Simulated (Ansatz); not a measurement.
Reaction (ligand exchange at the Si–C bond): `SC[SiH2]SS` + H–F → `F[SiH2]SS` + CH₃SH

Isolated molecules relaxed with PBE0-D4/def2-TZVP in Ansatz; ΔE leaves out vibrations. CCSD(T)/CBS is the MP2 limit (def2-TZVPP, def2-QZVPP) plus CCSD(T) − MP2 in def2-TZVPP, frozen cores. This one scheme is used for every species. One conformer a species, not always the lowest.

| species | CCSD/def2-TZVPP energy (Eh) |
| --- | --- |
| `SC[SiH2]SS` | -1523.87912 |
| H–F | -100.33828 |
| `F[SiH2]SS` | -1186.12190 |
| CH₃SH | -438.14958 |

Work out ΔE.

ΔE = (-1186.12190) + (-438.14958) − (-1523.87912) − (-100.33828) = -0.05408 Eh = -142.0 kJ/mol. CCSD(T)/CBS gives -137.2 kJ/mol.

Largest T1 diagnostic among the species: 0.012.

The D4 term adds +11.6 kJ/mol with B3LYP and +6.7 kJ/mol with PBE0; it sums over pairs of atoms, weighted by their polarisabilities, and B3LYP, whose exchange is more repulsive, gets the larger term. In def2-TZVPP, CCSD(T) changes the Hartree–Fock value by +25.7 kJ/mol (the triples alone add +3.6 kJ/mol) and MP2 by +27.7 kJ/mol.

B3LYP here is the variant with VWN-RPA as its local correlation; programs differ in this.
